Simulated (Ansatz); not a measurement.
Calculated with Ansatz (gas phase, PBE0-D4/def2-TZVP geometries, no zero-point term in ΔE). CBS: MP2 limit from def2 TZ/QZ plus the TZ coupled-cluster correction, frozen cores. DFT in def2-TZVPP. B3LYP here is the variant with VWN-RPA as its local correlation; programs differ in this. For Ga outer-core shells are correlated without core-valence functions, which leaves a few kJ/mol of doubt a bond. Scalar relativity is left out up to krypton. Each species was taken in one conformer, which may not be the lowest.

Reaction (redistribution): `CC(C)[O][GaH][OH]` + `CO[CH2][AlH][F]` → `CO[CH2][GaH][OH]` + `CC(C)[O][AlH][F]`

| species | B3LYP-D4 energy (Eh) |
| --- | --- |
| `CC(C)[O][GaH][OH]` | -2195.28212 |
| `CO[CH2][AlH][F]` | -497.52112 |
| `CO[CH2][GaH][OH]` | -2155.89335 |
| `CC(C)[O][AlH][F]` | -536.93990 |

Q: Work out ΔE.

A: ΔE = (-2155.89335) + (-536.93990) − (-2195.28212) − (-497.52112) = -0.03001 Eh = -78.8 kJ/mol. CCSD(T)/CBS gives -77.9 kJ/mol.

Largest T1 diagnostic among the species: 0.014.

In def2-TZVPP, CCSD(T) changes the Hartree–Fock value by +7.3 kJ/mol (the triples alone add +2.3 kJ/mol) and MP2 by +5.7 kJ/mol.
